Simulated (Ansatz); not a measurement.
Geometry optimisation, RKS PBE0/def2-SVP in Ansatz 0.2.0.

Input:

```yaml
crystal:
  periodic: [false, false, false]
  atoms:
    - { symbol: B, position_ang: [0.0, 0.0, 0.0] }
    - { symbol: H, position_ang: [0.0, 0.0, 1.54] }
    - { symbol: "N", position_ang: [1.3423, 0.0, -0.775] }
    - { symbol: H, position_ang: [1.8089, -0.9179, -1.0268] }
    - { symbol: H, position_ang: [1.7937, 0.9179, -1.0532] }
    - { symbol: F, position_ang: [-1.1431, 0.0, -0.66] }
    - { symbol: O, position_ang: [0.0766, 1.621, 0.5392] }
    - { symbol: Al, position_ang: [0.7098, 2.1426, 2.1189] }
    - { symbol: H, position_ang: [1.2046, 1.0815, 3.1499] }
    - { symbol: H, position_ang: [0.7698, 3.6608, 2.4724] }
    - { symbol: H, position_ang: [0.0407, 0.8604, 1.537] }
basis:
  gaussian: { orbitals: def2-SVP }
hamiltonian:
  xc: pbe0
relax:
  f_tol: 0.15
  max_steps: 25
  restrain:
    - { distance: [0, 6], at: 2.61, k: 30.0 }
    - { distance: [10, 1], at: 1.86, k: 30.0 }
    - { distance: [0, 1], at: 1.19, k: 30.0 }
    - { distance: [10, 6], at: 1.01, k: 30.0 }
output:
  orbitals: {}
```

Launched with:

```bash
$ ansatz run input.yaml --threads 2 --pin off --max-ram 3072MiB --backend cpu --events-out ev --progress --plain --runs-dir out
```

Where does it end, and by what steps?

The forces met the threshold. The restraints hold the end off the free minimum. After 15 steps the energy has fallen by 4.983 eV (the restraints' own energy left out); H2 moved furthest, 1.23 Å. Parted: B1–O7 (1.71 → 2.62 Å), Al8–H11 (1.56 → 2.39 Å). Joined: B1–H2 (1.54 → 1.20 Å).

```
step  energy less start (eV)  largest force component (eV/Å)  accepted
   0                  0.0000                           4.692       yes
   1                 -0.7956                           4.562       yes
   2                 -1.4164                           3.826       yes
   3                 -2.1186                           3.210       yes
   4                 -3.2178                           1.905       yes
   5                 -3.8550                           2.096       yes
   6                 -4.2186                           1.852       yes
   7                 -4.5437                           1.359       yes
   8                 -4.7220                           1.239       yes
   9                 -4.8868                           1.172       yes
  10                 -4.9418                           0.837       yes
  11                 -4.9535                           0.948       yes
  12                 -4.9419                           1.090        no
  13                 -4.9670                           0.933       yes
  14                 -4.9765                           0.906       yes
  15                 -4.9825                           0.920       yes
```

```xyz
11
Properties=species:S:1:pos:R:3
B 0.015 -0.173 -0.347
H -0.265 -0.800 0.638
N 1.341 -0.061 -0.768
H 2.109 -0.509 -0.292
H 1.602 0.469 -1.593
F -0.968 0.313 -1.104
O -0.337 1.624 1.522
Al 0.894 2.376 2.447
H 1.607 1.558 3.608
H 1.240 3.867 2.055
H -0.634 0.702 1.676
```

Run time: 44 s on 2 threads of Arm Neoverse V2, with other jobs on the host, peak memory 0.22 GiB.
